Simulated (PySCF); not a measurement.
Cu₂, SMILES [Cu][Cu], multiplicity 1.

Geometry optimised at r2SCAN-D4/def2-TZVP. The spin state was assumed, not searched.

Two levels are set side by side: TDA-PBE/def2-TZVPD (PySCF) and TDA-PBE0/def2-TZVPD (PySCF). Vertical, same geometry. The lowest singlet is HOMO−2→LUMO 100 % with PBE and HOMO−1→LUMO 97 % with the other functional; states are paired by order. Differences are taken from unrounded values.

| quantity | TDA-PBE0 |
|---|---|
| lowest singlet excitation (eV) | 2.86 |
| lowest triplet excitation (TDA) (eV) | 1.88 |
| first bright state (f over 0.05) (eV) | 3.13 |
| its oscillator strength | 0.27 |

Problem. What does TDA-PBE give, and how far is it from TDA-PBE0? (An estimate is asked for; the answer gives what the named calculation found.)

Solution. 
```json
[
 {"quantity": "lowest singlet excitation (eV)", "TDA-PBE": "1.93", "TDA-PBE minus TDA-PBE0": "-0.93"},
 {"quantity": "lowest triplet excitation (TDA) (eV)", "TDA-PBE": "1.63", "TDA-PBE minus TDA-PBE0": "-0.26"},
 {"quantity": "first bright state (f over 0.05) (eV)", "TDA-PBE": "2.60", "TDA-PBE minus TDA-PBE0": "-0.52"},
 {"quantity": "its oscillator strength", "TDA-PBE": "0.10", "TDA-PBE minus TDA-PBE0": "-0.17"}
]
```

Functionals without exact exchange tend to place singlet excitations lower, as here. Differences between two approximate levels are no errors against the true value.

Rough cost on one machine, each run with all the roots and properties that it gave: TDA-PBE0 against TDA-PBE about 2 times.
